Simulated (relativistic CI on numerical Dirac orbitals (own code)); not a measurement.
**Mn+ in a cubic cluster: 3s photoemission with charge transfer**

Computed with a charge-transfer multiplet model of a cubic metal-ligand cluster with up to 2 ligand holes, Slater and spin-orbit integrals from Dirac-Coulomb-Breit ions, Slater integrals scaled by 0.8. The ground state mixes d6 with configurations of k ligand holes L, whose averages lie at kΔ + k(k − 1)U_dd/2; a core hole lowers each added d electron by U_cd. 300 K, Lorentzian 1.4 eV and Gaussian 0.8 eV FWHM.

Atomic integrals in eV (Slater integrals scaled, ζ unscaled), ground: F2dd 7.203, F4dd 4.433, zeta_d 0.031; with the core hole: F2dd 8.355, F4dd 5.195, zeta_d 0.039, G2cd 8.770.

Cluster parameters (eV): Δ = 6, U_dd = 6.5, U_cd = 7.4, 10Dq = 0.6, 10Dq(ligand) = 0.8, final-state hopping factor = 0.8.

```csv
Case,n_d,d6,d7L,d8L2,S
"V(eg) = 1.75 eV, V(t2g) = -0.8 eV",6.11,0.89,0.11,0.00,2.00
"V(eg) = 2.35 eV, V(t2g) = -1.07 eV",6.18,0.83,0.17,0.01,2.00
"V(eg) = 2.65 eV, V(t2g) = -1.21 eV",6.21,0.80,0.19,0.01,2.00
"V(eg) = 3.25 eV, V(t2g) = -1.48 eV",6.45,0.59,0.37,0.04,0.02
"V(eg) = 3.55 eV, V(t2g) = -1.62 eV",6.49,0.56,0.39,0.05,0.01
```

Weights, n_d and S are thermal averages at 300 K. Binding energies count from the first peak over 30 % of the highest in each spectrum, which can be another peak from case to case. The parameters are a model scan and need not match a compound or its usual spin state. Peaks in eV (height, largest 100):
- V(eg) = 1.75 eV, V(t2g) = -0.8 eV: 0.0 (100), 3.1 (22), 4.3 (22), 7.7 (45), 10.2 (18), 12.1 (26)
- V(eg) = 2.35 eV, V(t2g) = -1.07 eV: 0.0 (100), 5.9 (24), 7.7 (47), 13.4 (19)
- V(eg) = 2.65 eV, V(t2g) = -1.21 eV: 0.0 (100), 7.6 (48), 13.9 (16)
- V(eg) = 3.25 eV, V(t2g) = -1.48 eV: 0.0 (100), 6.5 (13), 9.8 (13)
- V(eg) = 3.55 eV, V(t2g) = -1.62 eV: 0.0 (100), 6.9 (11), 10.5 (12)

For the case V(eg) = 2.65 eV, V(t2g) = -1.21 eV, Δ = 6 eV is smaller than U_dd = 6.5 eV, the charge-transfer side of the Zaanen-Sawatzky-Allen scheme. With the core hole the average of the configuration with one ligand hole lies at Δ − U_cd = -1.4 eV before mixing: the effective hopping of about 3.2 eV (from the holes of the mixed ground state) is comparable with this gap or larger, so the configurations mix strongly. The thermal average of S changes within this range, from 2.0 to 0.0; a value between half-integers is an average over states of different spin.

Without intra-shell correlation the exchange splitting of the 3s hole comes out too large.
